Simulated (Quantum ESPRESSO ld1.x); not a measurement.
Values are calculated unless marked as measured or tabulated.
Task: Species: Ne2+. Configuration: [He] 2s2 2p4 (the NIST ground configuration). Code: ld1.x of Quantum ESPRESSO 7.5. Model: Dirac Kohn-Sham, PW91, spin-unpolarised, spherical densities, point nucleus; open shells fill j = l - 1/2 first.

Spin-orbit splittings of the eigenvalues, e(l+1/2) - e(l-1/2), with zeta = 2 splitting/(2l+1) and mean radii in bohr:

| shell | occ. | splitting (eV) | zeta (eV) | <r> j=l-1/2 | <r> j=l+1/2 |
|---|---|---|---|---|---|
| 2p | 4 | 0.1361 | 0.09075 | 0.8099 | 0.8116 |
| 3p | 0 | 0.01482 | 0.009880 | 3.054 | 3.058 |
| 3d | 0 | ? | ? | 3.857 | 3.857 |

Estimate the 3d splitting.

Result: 0.0004877 eV (zeta = 0.0001951 eV).
